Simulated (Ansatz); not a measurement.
Calculated with Ansatz (gas phase, PBE0-D4/def2-TZVP geometries, no zero-point term in ΔE). CCSD(T)/CBS is the MP2 limit (def2-TZVPP, def2-QZVPP) plus CCSD(T) − MP2 in def2-TZVPP, frozen cores. This one scheme is used for every species. Functionals use def2-TZVPP. No spin–orbit coupling; open shells (•) take unrestricted orbitals. Each species was taken in one conformer, which may not be the lowest.

Consider the homolysis of the O–Si bond: `[SiH3]O[SiH](Cl)Cl` → `[O][SiH](Cl)Cl`• + `[SiH3]`•.

`[SiH3]O[SiH](Cl)Cl`:

```xyz
9

Si   -1.257    0.627    0.758
O     0.278    0.474    0.176
Si    1.311   -0.424   -0.667
Cl    1.590   -2.220    0.256
Cl    0.573   -0.768   -2.536
H    -1.305    1.882    1.542
H    -1.578   -0.533    1.624
H    -2.211    0.692   -0.376
H     2.600    0.269   -0.776
```

`[O][SiH](Cl)Cl`•:

Z-matrix (Å, degrees):
```
Si
O 1 1.649
Cl 1 2.028 2 111.9
Cl 1 2.028 2 111.9 3 121.9
H 1 1.479 2 101.4 3 -119.0
```

`[SiH3]`•:

Z-matrix (Å, degrees):
```
Si
H 1 1.486
H 1 1.486 2 111.3
H 1 1.486 2 111.3 3 124.6
```

```
             level  ΔE (kJ/mol)  difference from CCSD(T)/CBS
           BLYP-D4        533.7                        -47.7
         r2SCAN-D4        537.1                        -44.3
            B97M-V        547.0                        -34.4
        r2SCANh-D4        538.2                        -43.2
        r2SCAN0-D4        538.7                        -42.7
      CAM-B3LYP-D4        561.6                        -19.8
           ωB97X-V        565.7                        -15.7
           ωB97M-V        569.9                        -11.5
            revPBE        499.7                        -81.7
              BLYP        514.7                        -66.7
              PBE0        535.4                        -46.0
RPA@PBE/def2-TZVPP        537.9                        -43.5
      MP2/def2-SVP        568.1                        -13.3
SCS-MP2/def2-TZVPP        589.3                          7.9
CCSD(T)/def2-TZVPP        562.6                        -18.8
    CCSD/CBS(def2)        573.4                         -8.0
       CCSD(T)/CBS        581.4                            0
```

Largest T1 diagnostic among the species: 0.015.

In def2-TZVPP, CCSD(T) changes the Hartree–Fock value by +119.4 kJ/mol (the triples alone add +7.9 kJ/mol) and MP2 by +158.2 kJ/mol; breaking electron pairs costs correlation energy, which Hartree–Fock lacks. From PBE to PBE0 (25 % exact exchange), in def2-TZVPP and without D4, ΔE moves by +9.7 kJ/mol. The D4 term adds +15.3 kJ/mol with B3LYP and +8.6 kJ/mol with PBE0; it sums over pairs of atoms, weighted by their polarisabilities, and B3LYP, whose exchange is more repulsive, gets the larger term.

B3LYP here is the variant with VWN-RPA as its local correlation; programs differ in this.
